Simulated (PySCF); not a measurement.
**From computed data to an observable: dipole moment from atomic charges**

C2H6Se, SMILES C[Se]C. Atoms are numbered in the order given.

```xyz
9

C      1.4637     0.0000     0.8255
Se     0.0000     0.0000    -0.4777
C     -1.4637     0.0000     0.8255
H      1.4253    -0.9075     1.4588
H      2.4092     0.0000     0.2506
H      1.4253     0.9075     1.4588
H     -1.4253    -0.9075     1.4588
H     -2.4092     0.0000     0.2506
H     -1.4253     0.9075     1.4588
```
Charge 0, spin multiplicity 1.

The structure is a stationary point at PBE-D3(BJ)/def2-SVP.

Charges (e) from PBE/def2-TZVPD (PySCF):

| atom | IAO | ESP fit |
|---|---|---|
| C1 | -0.540 | -0.688 |
| Se2 | 0.138 | -0.016 |
| C3 | -0.540 | -0.688 |
| H4 | 0.153 | 0.228 |
| H5 | 0.165 | 0.240 |
| H6 | 0.153 | 0.228 |
| H7 | 0.153 | 0.228 |
| H8 | 0.165 | 0.240 |
| H9 | 0.153 | 0.228 |

The dipole moment of the full density is 1.46 D.

Task: What dipole moment does each set of point charges give, and which comes closer to that of the density?

Result: 
μ = Σ q r, and 1 e Å = 4.8032 D.
IAO: Σ q r = (0.000, 0.000, 0.018) e Å, |μ| = 0.09 D.
ESP fit: Σ q r = (0.000, 0.000, 0.322) e Å, |μ| = 1.55 D.
ESP fit comes closer in size. Point charges leave out the atoms' own dipoles (lone pairs, polarised bonds); fits to the potential absorb them, partitions of the density don't.
